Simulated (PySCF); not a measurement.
## Dipole moment and polarisability of `CC1=C[C@@]2(C)C=C[C@@H]12`

Compound: C8H10.
SMILES with atom numbers: `[CH3:1][C:2]1=[CH:3][C@@:4]2([CH3:5])[CH:6]=[CH:7][C@@H:8]12` (hydrogens: H9, H10, H11 on C1; H12 on C3; H13, H14, H15 on C5; H16 on C6; H17 on C7; H18 on C8)

Cartesian coordinates in Å at the GFN2-xTB level; atoms count from 1:
```
atom  x, y, z in Å
C1     2.5155    0.0931   -0.7797
C2     1.0959    0.2081   -0.3738
C3     0.0719    1.0087   -0.6636
C4    -0.9201    0.2520    0.2002
C5    -1.7352    0.9973    1.2253
C6    -1.5184   -0.9545   -0.4997
C7    -0.5014   -1.7565   -0.2031
C8     0.2785   -0.6935    0.5363
H9     2.6947   -0.8813   -1.2347
H10    3.1688    0.1781    0.0891
H11    2.7740    0.8723   -1.4931
H12   -0.0646    1.8602   -1.3034
H13   -2.5009    1.5929    0.7307
H14   -1.0976    1.6623    1.8044
H15   -2.2220    0.2981    1.9024
H16   -2.4294   -1.0606   -1.0589
H17   -0.2517   -2.7765   -0.4308
H18    0.6332   -0.8939    1.5407
```

Level: PBE0/def2-SVPD (PySCF), static field, nuclei fixed, core orbitals frozen in the response. The polarisability tensor in these axes (au):

```
x   99.47 -4.59 -3.63
y   -4.59 86.58 -0.01
z   -3.63 -0.01 73.09
```

Task: What are the eigenvalues, a third of the trace, and Δα (Δα² = ½Σ(αi − αj)² over the three pairs)?

Result: Principal values 72.57, 85.22 and 101.36 au; mean 86.38 au = 12.80 Å³ = 14.24 × 10⁻⁴⁰ C²·m²/J; Δα = 25.00 au (29 % of the mean).

Task: What is the dipole moment, and where does it point?

Result: (0.39, 0.03, -0.04) D, 0.39 D in size, pointing from the negative to the positive side. Measured along this direction, the outermost atoms are H13, H15 and H16 at the negative end and H10 at the positive end.

Task: Find the Langevin capture rate constant for H3O+ (19.018 u) meeting this molecule (106.078 u), k = 2.342 × 10⁻⁹ cm³/s × √(α in Å³ / reduced mass in u).

Result: The reduced mass is 16.13 u, so k = 2.09 × 10⁻⁹ cm³/s. The formula leaves out the permanent dipole, which adds to the capture rate.

Task: In a dilute gas of rigid molecules at 400 K, how does the orientational term μ²/3kT compare with the electronic polarisability?

Result: In Gaussian units μ²/3kT = 0.92 Å³ against 12.80 Å³, a ratio of 0.07; the Debye molar polarisation (4π/3)N_A(α + μ²/3kT) is 34.6 cm³/mol, leaving out the vibrational part.

Task: What are the principal values of the traceless quadrupole moment, Θ = ½Σq(3rr − r²1), about the centre of nuclear charge?

Result: -2.02, -1.55, 3.57 D·Å. The values depend on the origin, since the dipole doesn't vanish. The electronic extent ⟨r²⟩ about the same centre is 905 bohr², a root-mean-square distance of 2.09 Å for the 58 electrons.

Geometry: GFN2-xTB; no solvent, vibrations or thermal averaging.

The run behind these numbers computed excited states as well. Hardware: Arm Neoverse V1, one thread, no GPU (shared host). Cost: 43 s of wall time, 0.99 GiB resident at most.
